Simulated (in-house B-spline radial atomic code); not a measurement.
Checks on a self-consistent run for Ni VII (Ni6+), 1s1 2s2 2p6 3s2 (3p1/2)2 (3p3/2)3 3d6. Method: Dirac-Hartree-Fock, average of the jj configuration, Fermi nucleus of rms radius 3.7757 fm. Calculated with a B-spline radial code for spherical atoms.

```csv
orbital,q,ε (Eh),<1/r>,<r²>,small-component weight
1s1/2,1,-327.14914,28.3097,0.00389575,0.010338
2s1/2,2,-45.57279,6.36857,0.0665023,0.0020846
2p1/2,2,-41.13846,6.27786,0.0514007,0.0020335
2p3/2,4,-40.37019,6.13753,0.0530854,0.0019973
3s1/2,2,-9.45183,2.05958,0.547217,0.00048382
3p1/2,2,-7.87496,1.95907,0.567822,0.00044616
3p3/2,3,-7.78710,1.93606,0.57898,0.00044255
3d3/2,2.4,-5.05611,1.72345,0.631263,0.00036204
3d5/2,3.6,-4.99464,1.7148,0.638722,0.00035964
```

Electron-electron repulsion V_ee = 448.4828 hartree.

What total energy follows from the eigenvalues?

The eigenvalues count the repulsion twice, so E = Σqε - V_ee = -750.183 - 448.483 = -1198.665 hartree; the run printed -1198.665.

Does the Dirac virial theorem hold?

For a point nucleus E = -2c²Σq·w, with w the small-component weight. Here Σq·w = 0.031915 and c = 137.0360, so the ratio E/(-2c²Σq·w) is 1.000005; the finite nucleus accounts for the departure from 1.

What diamagnetic shielding (Lamb formula) and susceptibility (Langevin formula) do the radii give?

σ = (α²/3)Σq<1/r> = 102.308/(3·137.036²) = 1816 ppm, and χ = -0.79199×10⁻⁶·Σq<r²> = -6.521×10⁻⁶ cm³/mol with Σq<r²> = 8.2335 bohr². Both are non-relativistic formulas without the paramagnetism of open shells.
